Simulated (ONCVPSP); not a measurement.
# What one change does to a pseudopotential (Zr, ONCV)

ONCVPSP 4.0.1 input, shortened (lines: element, Z, core and valence counts, functional; n l f; lmax; l rc ep ncon nbas qcut; lloc lpopt rc5 dvloc0; l nproj debl; icmod fcfact rcfact), PBE, fully relativistic:

```
  Zr 40.00    6    4        4      upf
    1    0    2.00
    2    0    2.00
    2    1    6.00
    3    0    2.00
    3    1    6.00
    3    2   10.00
    4    0    2.00
    4    1    6.00
    4    2    2.00
    5    0    1.50
    2
    0    2.35    0.00    3    6    6.10
    1    1.35    0.00    5    9    6.70
    2    3.10    0.00    3    7    4.90
    4    5    1.25    3.00
    0    2    3.90
    1    2    1.50
    2    2    1.80
    3    4.25    1.10
```

Open shells are filled in proportion to 2j + 1.

Change: all radii but the core radius scaled by about 1.10 (s 2.58, p 1.48, d 3.40 bohr); local potential polynomial inside 1.38 bohr (lpopt 5, dvloc0 3 Ha).

Cutoffs: the cutoffs (Ha) at which the residual kinetic energy of the hardest occupied pseudo-wave falls to 1 and 0.1 mHa per electron; they do not see the model core or the augmentation charge, which bear on the density cutoff. Errors are all-electron minus pseudo energies relative to the spin-unpolarised reference configuration.

**Question.** Predict the effect on cutoff, ghosts and configuration errors.

**Answer.** The potential gets softer (33 Ha and 121 Ha → 23 Ha and 100 Ha); a bound ghost appears in d, which as a rule spoils a file; of the 4 tests that both files solve, the error grows in 4 and shrinks in 0 by more than 15 % and 0.3 meV (median size 7.8 → 14.4 meV). A larger radius leaves more room for a smooth pseudo-wave, so fewer plane waves are needed. More of the atom is replaced by a form fitted at one configuration, so other configurations suffer.

```tsv
quantity	base	changed
cutoff, loose	33 Ha	23 Ha
cutoff, tight	121 Ha	100 Ha
loose cutoff by channel	s 8.8 Ha, p 33 Ha, d 8.3 Ha	s 5.4 Ha, p 23 Ha, d 7.9 Ha
bound ghosts	none	d5/2, d3/2
GHOST(+) flags under 300 eV	d5/2 at 295.9 eV	none
error for 4s2 4p6 4d2 5s2, meV [ΔE -2.88 eV]	-0.2	-0.6
error for 4s2 4p6 4d2 5s1, meV [ΔE 4.26 eV]	-0.7	-1.5
error for 4s2 4p6 4d2 5s0, meV [ΔE 17.20 eV]	-15	-27
error for 4s2 4p6 4d1 5s2, meV [ΔE 4.78 eV]	+58	+77
rms error of d²Exc/dni dnj with the model core, mHa	4.65	4.74
```

 A true bound ghost makes a file unfit for plane-wave use even where its test errors are small: the radial tests pick states by their node count and pass the ghost by.
